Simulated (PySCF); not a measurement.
A structure optimised at PBE0-D3(BJ)/def2-TZVP, used in a PySCF frequency run:

```
Br
Br 1 2.2814
```

Task: Write its SMILES, formula and point group.

Result: BrBr, Br₂, D∞h

Task: What are its rotational constants (standard atomic weights)?

Result: 2.4304 GHz (linear rotor, B only)
